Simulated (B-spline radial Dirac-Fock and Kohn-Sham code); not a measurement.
Z = 47 (silver), transition energy 324 keV. Method: a Dirac-Hartree-Slater potential of the neutral atom with a Latter tail (no hole, which puts coefficients of high multipoles low close above an edge), finite nucleus with surface currents. Computed with a radial atomic solver. Subshells that would emit electrons below 1 keV are left out.

Task: A pure transition shows α(K) = 0.238, L1/L2 = 8.34 and L1/L3 = 8.57. What is its multipolarity?
A. M2
B. E4
C. E2
D. E1
E. M1
F. M3
G. M4
H. E3

Result: F. For comparison, α(K), L1/L2, L1/L3 are E1 0.00524, 23.1, 16.4; E2 0.0206, 5.51, 6.16; E3 0.0711, 1.77, 2.56; E4 0.236, 0.776, 1.27; M1 0.0156, 22.9, 75.6; M2 0.0645, 13.0, 27.8; M4 0.866, 5.92, 3.88.
